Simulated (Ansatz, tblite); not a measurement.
Cost and result up the ladder for Si2Au2 (the lowest singlet isomer of a short search) (4 atoms). Charge 0, multiplicity 1. Geometry: r2SCAN-D4/def2-SVP.

```xyz
4

Au    0.082   -1.601   -0.764
Au   -1.075    0.665    1.247
Si   -0.253    0.830   -1.081
Si    1.246    0.106    0.598
```

Ansatz on 4 threads of Arm Neoverse N1 on a shared host; xTB runs through tblite on one thread. Times are rough, summed over both states, and most runs start from the orbitals of an earlier one. PBE-QIDH/def2-TZVP serves as the yardstick here, not as an exact answer. The other state is a quintet at its own geometry.

In the def2 sets Au takes a core potential; there is no spin–orbit coupling. The xTB rows come from tblite. Correlated methods freeze 10 core orbitals; core or outer-core shells of Au are correlated, in sets that lack core-valence functions. The structure comes from a short search, and lower isomers may exist.

xTB has no spin-polarisation term.

```csv
level,functions,wall time
GFN2-xTB,36,0.013 s
GFN1-xTB,36,0.014 s
LDA (SPW92)/def2-TZVP,154,4.3 s
revPBE-D4/def2-TZVP,154,9 s
PBE-D4/def2-TZVP,154,9.1 s
HF/def2-TZVP (with forces),154,13 s
RPA@PBE/def2-TZVP,154,18 s
PBE0-D4/def2-TZVP,154,21 s
r2SCAN-D4/def2-TZVP,154,42 s
PBE-QIDH/def2-TZVP,154,44 s
r2SCAN0-D4/def2-TZVP,154,50 s
```

Task: Estimate what each level gives for the quintet − singlet (eV).

Result: 
```
                     level  quintet − singlet (eV)  difference from PBE-QIDH/def2-TZVP (eV)
                  GFN2-xTB                    3.65                                     0.92
                  GFN1-xTB                    2.66                                    -0.07
     LDA (SPW92)/def2-TZVP                    2.37                                    -0.36
       revPBE-D4/def2-TZVP                    2.37                                    -0.36
          PBE-D4/def2-TZVP                    2.35                                    -0.38
HF/def2-TZVP (with forces)                    2.05                                    -0.68
         RPA@PBE/def2-TZVP                    2.57                                    -0.16
         PBE0-D4/def2-TZVP                    2.44                                    -0.29
       r2SCAN-D4/def2-TZVP                    2.18                                    -0.54
        PBE-QIDH/def2-TZVP                    2.73                                     0.00
      r2SCAN0-D4/def2-TZVP                    2.27                                    -0.46
```
